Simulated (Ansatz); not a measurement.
Consider the formal loss of a carbene: `FC[CH2][SnH3]` → `F[CH2][SnH3]` + `[CH2]` (triplet).

Computed with Ansatz on PBE0-D4/def2-TZVP structures; ΔE is electronic, products minus reactants. CCSD(T)/CBS adds triple-zeta CCSD(T) − MP2 to the extrapolated MP2 energy (def2 sets, frozen cores). This one scheme is used for every species. Functionals use def2-TZVPP. B3LYP here is the variant with VWN-RPA as its local correlation; programs differ in this. Triplets are unrestricted, without spin–orbit coupling. Elements past krypton have def2 core potentials. For Sn outer-core shells are correlated without core-valence functions, which leaves a few kJ/mol of doubt a bond. One conformer a species, not always the lowest.

CCSD(T)/CBS gives +112.2 kcal/mol.

(1) Another level gave +110.4 kcal/mol. Which?
A. LDA (SPW92)/def2-TZVPP
B. B3LYP-D4/def2-TZVPP
C. BHLYP/def2-TZVPP
D. CAM-B3LYP-D4/def2-TZVPP

(2) What do rigid-rotor, harmonic-oscillator terms from PBE0-D4/def2-TZVP frequencies (298.15 K, 1 bar) make of the CCSD(T)/CBS value? (Best estimate.)

Largest T1 diagnostic among the species: 0.013.

Results:

(1) D. CAM-B3LYP-D4 110.4, B3LYP-D4 109.0, BHLYP 105.2, LDA (SPW92) 128.9 kcal/mol.

(2) The calculation gave: ΔZPE = -7.3 kcal/mol, ΔH = +106.5 kcal/mol, ΔS = 165 J/(mol·K), ΔG = +94.8 kcal/mol. Open shells count their whole term as degenerate.

Leaving LDA and LC-ωPBE aside and taking each functional with its dispersion term where it has one, the values, not all of them listed here, spread over 8.5 kcal/mol, from r2SCAN0-D4 to ωB97X-V. LDA lies +18.2 kcal/mol from PBE without D4. In def2-TZVPP, CCSD(T) changes the Hartree–Fock value by +32.9 kcal/mol (the triples alone add +2.7 kcal/mol) and MP2 by +36.7 kcal/mol.

CCSD(T)/CBS has its own doubt, a few kJ/mol and more with outer-core shells, so smaller differences from it don't rank the levels.
